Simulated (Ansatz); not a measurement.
Born–Oppenheimer molecular dynamics of H2NZn (4 atoms, charge 0, multiplicity 2). It starts from a relaxed structure.

Level of theory: Ansatz 0.2.0, UHF/def2-SVP.

| Item | Value |
| --- | --- |
| ensemble | NVT, Langevin thermostat |
| time step | 0.25 fs |
| steps asked | 250 |
| set temperature | 1000 K |
| friction | 0.01 /fs |
| seed | 202710 |

Frames 5 fs apart, positions in Å, forces in eV/Å.

Velocities at 2.5 fs (Å/ps):

```
N -8.40 6.71 3.15
Zn 1.88 0.18 -1.45
H -28.36 14.96 -6.62
H -11.73 -27.33 -9.17
```

```xyz
4
Properties=species:S:1:pos:R:3:forces:R:3 time_fs=2.5 energy_less_start_eV=0.227 T=420
N -0.235 0.134 0.043 -2.06 -0.25 -3.16
Zn 1.504 -0.139 0.735 -0.24 -0.03 -0.12
H -0.989 -0.603 0.049 1.56 1.15 0.40
H -0.366 0.526 -0.968 0.73 -0.87 2.88
4
Properties=species:S:1:pos:R:3:forces:R:3 time_fs=7.5 energy_less_start_eV=0.288 T=422
N -0.283 0.164 0.045 1.41 0.08 1.99
Zn 1.511 -0.137 0.728 -0.95 0.05 -0.34
H -1.018 -0.478 0.060 -1.10 -1.65 1.36
H -0.399 0.373 -0.882 0.64 1.52 -3.01
4
Properties=species:S:1:pos:R:3:forces:R:3 time_fs=12.5 energy_less_start_eV=0.146 T=692
N -0.320 0.203 0.035 -0.15 -1.01 -0.19
Zn 1.516 -0.131 0.710 -1.19 0.15 -0.41
H -1.065 -0.493 0.301 1.46 1.24 -0.69
H -0.360 0.354 -0.991 -0.12 -0.38 1.29
4
Properties=species:S:1:pos:R:3:forces:R:3 time_fs=17.5 energy_less_start_eV=0.275 T=604
N -0.338 0.234 0.035 3.87 2.19 -0.01
Zn 1.516 -0.120 0.687 -1.05 0.26 -0.32
H -0.938 -0.401 0.437 -1.95 -1.79 0.05
H -0.289 0.330 -0.970 -0.86 -0.66 0.28
4
Properties=species:S:1:pos:R:3:forces:R:3 time_fs=22.5 energy_less_start_eV=0.106 T=954
N -0.300 0.281 0.063 -0.60 -1.53 1.59
Zn 1.513 -0.111 0.668 -0.59 0.16 -0.17
H -0.987 -0.413 0.485 1.35 1.44 -0.97
H -0.379 0.178 -0.929 -0.17 -0.08 -0.45
4
Properties=species:S:1:pos:R:3:forces:R:3 time_fs=27.5 energy_less_start_eV=0.328 T=510
N -0.264 0.319 0.100 -0.39 -0.49 -3.16
Zn 1.507 -0.102 0.646 0.08 0.01 -0.04
H -0.925 -0.326 0.425 -1.11 -0.90 2.08
H -0.516 0.030 -0.893 1.42 1.37 1.11
4
Properties=species:S:1:pos:R:3:forces:R:3 time_fs=32.5 energy_less_start_eV=0.182 T=950
N -0.248 0.332 0.090 -0.82 -0.40 3.97
Zn 1.508 -0.093 0.623 0.40 0.02 0.18
H -0.932 -0.275 0.601 0.95 1.07 -0.53
H -0.384 0.076 -0.813 -0.53 -0.68 -3.62
4
Properties=species:S:1:pos:R:3:forces:R:3 time_fs=37.5 energy_less_start_eV=0.381 T=440
N -0.233 0.337 0.090 0.99 0.21 -1.96
Zn 1.513 -0.083 0.600 0.70 0.00 0.31
H -0.882 -0.079 0.749 -0.45 -0.25 -1.36
H -0.244 0.122 -0.967 -1.25 0.04 3.02
4
Properties=species:S:1:pos:R:3:forces:R:3 time_fs=42.5 energy_less_start_eV=0.090 T=742
N -0.193 0.350 0.079 0.41 0.86 0.75
Zn 1.514 -0.078 0.583 1.15 -0.18 0.41
H -0.913 0.012 0.663 -0.89 -0.30 0.43
H -0.374 0.090 -0.843 -0.67 -0.39 -1.59
4
Properties=species:S:1:pos:R:3:forces:R:3 time_fs=47.5 energy_less_start_eV=0.251 T=413
N -0.159 0.353 0.059 -4.76 -1.07 -1.24
Zn 1.518 -0.071 0.566 1.49 -0.39 0.48
H -1.022 0.054 0.591 1.95 0.78 -0.13
H -0.541 0.071 -0.873 1.31 0.68 0.89
4
Properties=species:S:1:pos:R:3:forces:R:3 time_fs=52.5 energy_less_start_eV=0.072 T=664
N -0.185 0.351 0.021 0.76 0.54 -1.68
Zn 1.527 -0.064 0.551 0.70 -0.14 0.14
H -0.919 0.103 0.595 -1.76 -0.50 1.64
H -0.526 0.185 -0.912 0.30 0.09 -0.11
4
Properties=species:S:1:pos:R:3:forces:R:3 time_fs=57.5 energy_less_start_eV=0.159 T=624
N -0.218 0.348 -0.014 -0.18 -0.32 2.14
Zn 1.542 -0.056 0.534 -0.12 0.06 -0.11
H -0.949 0.080 0.703 1.05 0.51 -2.27
H -0.455 0.305 -0.987 -0.75 -0.25 0.23
```

Of the whole run (62 fs, mean temperature of the second half 612 K): The mean temperature of the second half is 39 % below the set value. A run of 0.062 ps of so small a system gives no equilibrium averages.

Run time: 2.9 min on 1 CPU thread of a shared host.
